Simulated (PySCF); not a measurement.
Electron correlation in Zr (zirconium, neutral)

[Kr] 4d2 5s1 5p1, one real determinant (an excited configuration). All numbers are calculated (PySCF 2.14, the spin-free X2C one-electron Hamiltonian (Gaussian nucleus), in ANO-RCC-VTZP). Frozen: [Kr]; 4 electrons correlated.

MP2 pair energies summed by pair of shells (mhartree):

| pair | energy | share (%) |
| --- | --- | --- |
| 4d-5s | -6.22 | 38.5 |
| 4d-5p | -4.55 | 28.1 |
| 4d-4d | -3.95 | 24.4 |
| 5s-5p | -1.45 | 9.0 |

Total MP2 correlation energy: -16.17 mhartree.

Same-spin part -16.17 and opposite-spin part 0.00 mhartree; SCS-MP2 scales them by 1/3 and 6/5 to -5.39 mhartree.

The basis was made for the ground configuration and has no added diffuse functions, which can raise the energy of the promoted electron.

The reference is one real determinant that mixes LS terms of this configuration.
